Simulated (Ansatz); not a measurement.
**Worked example: C3H6FI + Al(CH3)F2 → C2H3F2I + Al(CH3)2F**

Gas-phase species: C3H6FI `CC(I)CF`, singlet; Al(CH3)F2, singlet; C2H3F2I `FCC(F)I`, singlet; Al(CH3)2F, singlet. The partners trade CH3 for F: C–CH3 and Al–F bonds give way to C–F and Al–CH3.

Shapes, held fixed at every level: PBE0-D4/def2-TZVP. Flexible molecules stand in one conformer, not always the lowest. Programs: Ansatz 0.2.0. Electronic energies: no zero-point or thermal term.

At CCSD(T)/def2-TZVPP; 1 Eh = 2625.50 kJ/mol:

```
  species  energy (Eh)
   C3H6FI  -514.591892
Al(CH3)F2  -481.492703
  C2H3F2I  -574.479419
Al(CH3)2F  -421.513359
```

Q: Work out ΔE of the reaction at this level.

A: 
1. Products less reactants: (-574.479419) + (-421.513359) − [(-514.591892) + (-481.492703)] = 0.091817 Eh = +241.1 kJ/mol.

Other levels give +224.2 (PBE0-D4/def2-TZVPP) to +253.9 kJ/mol (MP2/def2-TZVPP). No measured value is set beside it here. For atoms past krypton def2 sets carry core potentials with scalar relativity. Outer-core shells of I are correlated, in sets that cover them unevenly. The median of the other correlated levels is +228.6 kJ/mol.
